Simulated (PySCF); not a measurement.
PBE on Te (tellurium, neutral), [Kr] 4d10 5s1 5p4 5d1, one real determinant (an excited configuration). Calculation: PySCF 2.14, in aug-cc-pwCVDZ-PP with ECP28MDF; a scalar-relativistic core potential.

```
cycle= 1 E= -267.355893275824  delta_E= -0.0092  |g|= 0.0279  |ddm|= 0.868
cycle= 2 E= -267.356150415135  delta_E= -0.000257  |g|= 0.0105  |ddm|= 0.13
cycle= 3 E= -267.35618537078  delta_E= -3.5e-05  |g|= 0.000336  |ddm|= 0.0311
cycle= 4 E= -267.356185422641  delta_E= -5.19e-08  |g|= 0.00022  |ddm|= 0.0024
cycle= 5 E= -267.356185439994  delta_E= -1.74e-08  |g|= 1.58e-05  |ddm|= 0.000744
cycle= 6 E= -267.35618544007  delta_E= -7.62e-11  |g|= 9.98e-07  |ddm|= 4.8e-05
converged SCF energy = -267.35618544007  <S^2> = 6.0019301  2S+1 = 5.000772
```

Highest occupied orbital energy: 0.701 eV; ⟨L²⟩ = 8.00; populations by l: s 3.00, p 10.00, d 11.00, f 0.00.

(1) Can this result be used?

## Answers

(1) Not for this state. Self-consistency was reached. ⟨L²⟩ = 8.00 against 12 for a pure F term, so this real determinant mixes terms. Energies and moments cover only the electrons outside the core potential. The outer electron is Rydberg-like, and this basis confines it to a smaller radius and binds it less than a complete one would. At PBE the highest occupied level has a positive energy, so only the finite basis holds that electron; for this excited configuration the basis is too tight for the outer shell.
